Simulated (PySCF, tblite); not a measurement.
Isomers of [C6H6FNO]+ (charge +1 and doublet state), one GFN2-xTB conformer each. Single-point energies are computed at B3LYP/pcH-1 (PySCF, gas phase, no added dispersion term), electronic only. GFN2-xTB treats the open shell by occupation alone, and not every SCF solution was tested for stability.

Question: Rank them by B3LYP/pcH-1 energy, lowest first (kJ/mol).
A. `[N:1]#[C:2][C@@H:3]1[CH+:4][CH:5][O:6][C@@H:7]([F:8])[CH2:9]1` (charge +1 and doublet state) with C2–C3–C4–C5 -132°, C3–C4–C5–O6 -10°, C4–C5–O6–C7 -8°, C5–O6–C7–F8 -77°
B. `[F:1][C:2]1[O:3][N:4]=[CH:5][C+:6]1[CH:7]1[CH2:8][CH2:9]1` (charge +1 and doublet state) with C5–C6–C7–C8 -155°

Answer: A (0.0), B (120.6).

As drawn, the higher has a three-membered ring and an N–O linkage, which the lower lacks. GFN2-xTB itself gives, in the same order: 0.0, 46.4. Both levels put the same isomer lowest.

Question: What happens when harmonic zero-point energies from GFN2-xTB frequencies are added?

Answer: 
| SMILES | ZPE (kJ/mol) | electronic (kJ/mol) | with ZPE (kJ/mol) |
| --- | --- | --- | --- |
| N#C[C@@H]1[CH+][CH]O[C@@H](F)C1 | 280.9 | 0.0 | 0.0 |
| F[C]1ON=C[C+]1C1CC1 | 281.8 | 120.6 | 121.5 |

The zero-point energies span 0.9 kJ/mol. The order is unchanged.
